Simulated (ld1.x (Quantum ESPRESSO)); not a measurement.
Scattering properties, TM potential for titanium

| Property | Result |
| --- | --- |
| Element | Ti (Z = 22) |
| Generator | ld1.x (Quantum ESPRESSO) 7.5 |
| Type | norm-conserving Troullier–Martins (Kleinman–Bylander form) |
| Functional | BP86 |
| Relativity | scalar-relativistic |
| Frozen core | [Ne] |
| Valence charge | 12 |
| Reference configuration | 3s2 3p6 3d2 4s1.5 4p0.5 |
| Partial waves | 3s (bound): rc 1.35 bohr; 3p (bound): rc 1.65 bohr; 3d (bound): rc 1.65 bohr |
| Local potential | all-electron potential smoothed inside 1.15 bohr (lloc = -1) |
| Core correction | none |

Occupied shells without a wave of their own: 4p, 4s. They enter only through the test configuration that unscreens the potential.

The phase is arctan(r·u′/u) with u = r·R(r), unwrapped; energies in Ry, scanned from -7 to 5 Ry. A pole is an energy at which the radial function vanishes at the test radius. The pseudo phase is shifted by a multiple of π to meet the all-electron one at the reference energy, and phase errors are pseudo minus all-electron; the curves can meet again beyond the range given. Levels narrower than the energy grid can be missing from the lists of poles.

Task: For each channel, where are the poles, and over which energies does the pseudopotential scatter like the atom?

Result:

| channel | radius (bohr) | reference energy (Ry) | poles, all-electron | poles, pseudo | unbroken range about the reference energy with phases within 0.05 rad | phase error 1 Ry above the reference energy (rad) |
| --- | --- | --- | --- | --- | --- | --- |
| s | 1.80 | -4.66 | -4.13 | -4.13 | below 0.3 | -0.001 |
| p | 1.80 | -2.91 | -2.18 | -2.18 | below 2.7 | -0.001 |
| d | 1.80 | -0.37 | 0.81 | 0.83 | below 3.5 | +0.004 |

Phases in the s channel:

```tsv
E (Ry)	all-electron	pseudo
-7.00	1.266	1.265
-6.74	1.246	1.245
-6.48	1.220	1.219
-6.22	1.183	1.182
-5.96	1.129	1.128
-5.70	1.039	1.038
-5.44	0.858	0.855
-5.18	0.372	0.367
-4.92	-0.687	-0.689
-4.66	-1.261	-1.261
-4.40	-1.468	-1.468
-4.14	-1.568	-1.568
-3.88	-1.628	-1.629
-3.62	-1.669	-1.671
-3.36	-1.701	-1.702
-3.10	-1.726	-1.729
-2.84	-1.749	-1.752
-2.58	-1.769	-1.772
-2.32	-1.788	-1.792
-2.06	-1.807	-1.812
-1.80	-1.826	-1.832
-1.54	-1.845	-1.853
-1.28	-1.866	-1.876
-1.02	-1.888	-1.901
-0.76	-1.912	-1.929
-0.50	-1.939	-1.960
-0.24	-1.970	-1.997
0.02	-2.005	-2.041
0.28	-2.046	-2.095
0.54	-2.095	-2.162
0.80	-2.155	-2.248
1.06	-2.229	-2.362
1.32	-2.323	-2.515
1.58	-2.444	-2.723
1.84	-2.599	-2.993
2.10	-2.796	-3.304
2.36	-3.035	-3.607
2.62	-3.296	-3.857
2.88	-3.549	-4.046
3.14	-3.765	-4.186
3.40	-3.939	-4.290
3.66	-4.073	-4.370
3.92	-4.178	-4.433
4.18	-4.259	-4.484
4.44	-4.324	-4.526
4.70	-4.377	-4.562
4.96	-4.421	-4.593
```
